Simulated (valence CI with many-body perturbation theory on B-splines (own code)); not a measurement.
## O⁺: electric-dipole lines

Method: configuration interaction combined with many-body perturbation theory (CI+MBPT): five valence electrons over a frozen Dirac-Fock core [He], a basis of 10 s, 10 p, 9 d, 7 f, 4 g, 2 h functions for each j, with the one-electron correlation potential Σ1, the two-electron term Σ2, the three-electron term Σ3, Breit, model QED; selected CI, second order for the rest, scaled by the run's own slope (own B-spline code, finite nucleus).

Set against measurement, 59 paired levels are off by 105 cm⁻¹ on average, the worst by 260. These come from a selection out of the NIST Handbook of Basic Atomic Spectroscopic Data. Levels without a partner in it may be off by more. Among the levels kept, up to 910 cm⁻¹ of a level comes from second order outside the variational space, and about a tenth of that is noise between levels of different J, which matters for small intervals.

Lines 201 to 250 of 294 in falling wavelength, among levels below 241074 cm⁻¹, chosen from the strongest by gf and those to the six lowest levels. Wavelengths and rates use the calculated energies, so an error of 100 cm⁻¹ moves a line at 538.1 Å by 0.054 % and its rate by three times that or more. Electric multipoles are in the length gauge, E1 and E2 with the static RPA response of the core. Weak lines are less certain than strong ones. Lines between different terms over intervals too small for the method are left out, as are lines whose strength nearly cancels. Where a level lies close to another of its J and parity, the split of strength between their lines is uncertain. The highest levels of a list are the least certain.

Names give the largest LS component (configuration and term), which can be under half, so a name can repeat, a term be missing and a line seem to break the LS rules; names also repeat where a configuration has a term twice.

```tsv
λ vac (Å)	λ from measured levels	Upper	Lower	A (s⁻¹)	S (a.u.) with core polarisation	S without
538.1	538.3	2s.2p4 2P_3/2	2s2.2p3 2D°_5/2	5.38e+09	1.65e+00	1.67e+00
537.7	537.8	2s.2p4 2P_1/2	2s2.2p3 2D°_3/2	5.92e+09	9.08e-01	9.14e-01
529.7	529.4	2s2.2p2.3s 2P_1/2	2s2.2p3 4S°_3/2	1.44e+05	2.11e-05	2.10e-05
529.2	528.9	2s2.2p2.3s 2P_3/2	2s2.2p3 4S°_3/2	2.52e+05	7.37e-05	7.35e-05
526.1	525.9	2s2.2p2.3s 2S_1/2	2s2.2p3 2P°_3/2	6.99e+08	1.00e-01	9.97e-02
526.0	525.9	2s2.2p2.3s 2S_1/2	2s2.2p3 2P°_1/2	3.57e+08	5.13e-02	5.09e-02
524.8	524.0	2s2.2p2.3d 4F_3/2	2s2.2p3 2P°_3/2	3.76e+03	1.07e-06	1.06e-06
524.7	524.0	2s2.2p2.3d 4F_3/2	2s2.2p3 2P°_1/2	3.93e+05	1.12e-04	1.12e-04
524.7	523.9	2s2.2p2.3d 4F_5/2	2s2.2p3 2P°_3/2	8.44e+04	3.61e-05	3.61e-05
521.7	520.8	2s2.2p2.3d 4P_5/2	2s2.2p3 2P°_3/2	1.56e+06	6.57e-04	6.57e-04
521.5	520.6	2s2.2p2.3d 4P_3/2	2s2.2p3 2P°_3/2	7.32e+06	2.05e-03	2.05e-03
521.4	520.7	2s2.2p2.3d 4P_3/2	2s2.2p3 2P°_1/2	5.47e+05	1.53e-04	1.54e-04
521.3	520.5	2s2.2p2.3d 4P_1/2	2s2.2p3 2P°_3/2	1.96e+06	2.74e-04	2.75e-04
521.2	520.5	2s2.2p2.3d 4P_1/2	2s2.2p3 2P°_1/2	4.85e+06	6.78e-04	6.80e-04
521.0	520.2	2s2.2p2.3d 4D_1/2	2s2.2p3 2P°_3/2	2.43e+06	3.39e-04	3.40e-04
520.9	520.2	2s2.2p2.3d 4D_1/2	2s2.2p3 2P°_1/2	4.12e+06	5.75e-04	5.77e-04
520.9	520.1	2s2.2p2.3d 4D_3/2	2s2.2p3 2P°_3/2	2.40e+06	6.69e-04	6.71e-04
520.9	520.1	2s2.2p2.3d 4D_5/2	2s2.2p3 2P°_3/2	3.49e+05	1.46e-04	1.46e-04
520.8	520.1	2s2.2p2.3d 4D_3/2	2s2.2p3 2P°_1/2	5.51e+05	1.54e-04	1.54e-04
520.7	519.9	2s2.2p2.3d 2F_5/2	2s2.2p3 2P°_3/2	1.40e+06	5.86e-04	5.86e-04
519.0	518.2	2s2.2p2.3d 2P_3/2	2s2.2p3 2P°_3/2	1.85e+09	5.11e-01	5.13e-01
518.9	518.2	2s2.2p2.3d 2P_3/2	2s2.2p3 2P°_1/2	5.63e+08	1.55e-01	1.56e-01
518.7	517.9	2s2.2p2.3d 2P_1/2	2s2.2p3 2P°_3/2	8.36e+08	1.15e-01	1.15e-01
518.6	517.9	2s2.2p2.3d 2P_1/2	2s2.2p3 2P°_1/2	1.63e+09	2.24e-01	2.24e-01
516.4	515.6	2s2.2p2.3d 2D_3/2	2s2.2p3 2P°_3/2	4.84e+08	1.32e-01	1.32e-01
516.3	515.6	2s2.2p2.3d 2D_3/2	2s2.2p3 2P°_1/2	1.37e+09	3.72e-01	3.72e-01
516.3	515.5	2s2.2p2.3d 2D_5/2	2s2.2p3 2P°_3/2	1.82e+09	7.43e-01	7.43e-01
510.3	511.0	2s.2p4 2S_1/2	2s2.2p3 4S°_3/2	6.80e+03	8.92e-07	9.05e-07
505.6	504.6	2s2.2p2.4s 4P_1/2	2s2.2p3 2P°_3/2	3.82e+05	4.88e-05	4.87e-05
505.5	504.6	2s2.2p2.4s 4P_1/2	2s2.2p3 2P°_1/2	5.06e+05	6.45e-05	6.45e-05
505.3	504.4	2s2.2p2.4s 4P_3/2	2s2.2p3 2P°_3/2	1.22e+06	3.09e-04	3.09e-04
505.2	504.4	2s2.2p2.4s 4P_3/2	2s2.2p3 2P°_1/2	2.11e+05	5.38e-05	5.38e-05
504.9	504.0	2s2.2p2.4s 4P_5/2	2s2.2p3 2P°_3/2	2.37e+03	9.02e-07	9.02e-07
501.1		2s2.2p2.4s 2P_1/2	2s2.2p3 2P°_3/2	2.88e+08	3.57e-02	3.57e-02
501.1		2s2.2p2.4s 2P_1/2	2s2.2p3 2P°_1/2	5.82e+08	7.22e-02	7.22e-02
500.6		2s2.2p2.4s 2P_3/2	2s2.2p3 2P°_3/2	7.23e+08	1.79e-01	1.79e-01
500.6		2s2.2p2.4s 2P_3/2	2s2.2p3 2P°_1/2	1.42e+08	3.52e-02	3.52e-02
490.7	490.7	2s2.2p2.3s 2S_1/2	2s2.2p3 2D°_3/2	1.08e+05	1.26e-05	1.26e-05
489.6	489.1	2s2.2p2.3d 4F_3/2	2s2.2p3 2D°_3/2	5.23e+05	1.21e-04	1.21e-04
489.5	489.0	2s2.2p2.3d 4F_5/2	2s2.2p3 2D°_3/2	2.68e+06	9.32e-04	9.32e-04
489.4	488.9	2s2.2p2.3d 4F_5/2	2s2.2p3 2D°_5/2	6.99e+05	2.43e-04	2.43e-04
489.3	488.7	2s2.2p2.3d 4F_7/2	2s2.2p3 2D°_5/2	4.59e+06	2.12e-03	2.13e-03
486.9	486.3	2s2.2p2.3d 4P_5/2	2s2.2p3 2D°_3/2	4.29e+06	1.47e-03	1.47e-03
486.8	486.3	2s2.2p2.3d 4P_5/2	2s2.2p3 2D°_5/2	2.99e+04	1.02e-05	1.02e-05
486.7	486.1	2s2.2p2.3d 4P_3/2	2s2.2p3 2D°_3/2	2.86e+05	6.51e-05	6.55e-05
486.7	486.1	2s2.2p2.3d 4P_3/2	2s2.2p3 2D°_5/2	5.84e+06	1.33e-03	1.33e-03
486.6	486.0	2s2.2p2.3d 4P_1/2	2s2.2p3 2D°_3/2	5.62e+06	6.39e-04	6.42e-04
486.3	485.7	2s2.2p2.3d 4D_1/2	2s2.2p3 2D°_3/2	6.56e+06	7.45e-04	7.48e-04
486.2	485.6	2s2.2p2.3d 4D_3/2	2s2.2p3 2D°_3/2	1.86e+05	4.23e-05	4.25e-05
486.2	485.6	2s2.2p2.3d 4D_5/2	2s2.2p3 2D°_3/2	5.34e+08	1.82e-01	1.82e-01
```
